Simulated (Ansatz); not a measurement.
Total energies of CH3FSSiZn, SMILES `F[CH]1S[SiH2][Zn]1`.

Z-matrix (Å, degrees):
```
C
S 1 1.826
F 1 1.378 2 111.8
Zn 1 2.028 2 89.6 3 -115.5
H 1 1.090 2 107.2 3 117.7
Si 2 2.190 1 103.3 3 102.2
H 6 1.490 2 112.7 1 -107.6
H 6 1.488 2 107.9 1 134.4
```

Charge 0, multiplicity 1. For Zn the d shell is correlated and the shells below it are frozen. Scalar relativity is left out up to krypton. Geometry: relaxed with PBE0-D4/def2-TZVP. Basis def2-TZVPP, Ansatz 0.2.0.

RPA on PBE orbitals: Hartree–Fock energy of these orbitals -2603.25080 Eh, correlation -1.79683 Eh (frozen core).

| functional | energy without D4 (Eh) | D4 term (kJ/mol) |
| --- | --- | --- |
| LDA (SPW92) | -2600.48124 | – |
| PBE | -2606.16172 | -23.0 |
| revPBE | -2606.59386 | -62.9 |
| BLYP | -2606.94396 | -50.3 |
| r2SCAN | -2606.75729 | -5.1 |
| B97M-V | -2606.32047 | – |
| PBE0 | -2606.23562 | -19.4 |
| B3LYP | -2606.97216 | -37.9 |
| r2SCANh | -2606.72834 | -5.5 |
| r2SCAN0 | -2606.68737 | -6.2 |
| HSE06 (plane-wave form) | -2606.21437 | -18.3 |
| BHLYP | -2606.76968 | -32.4 |
| CAM-B3LYP | -2606.96106 | -20.1 |
| LC-ωPBE | -2606.35656 | – |
| ωB97X-V | -2606.55932 | – |
| ωB97M-V | -2606.70213 | – |
| B2PLYP | -2606.26654 | – |
| PBE-QIDH | -2605.79305 | – |

B3LYP takes the VWN-RPA correlation (the form of Gaussian; ORCA's B3LYP/G). HSE06 is the plane-wave form, built on full-range PBE exchange. The double hybrids freeze the cores in their second-order part.

LC-ωPBE has ω = 0.4 bohr⁻¹.
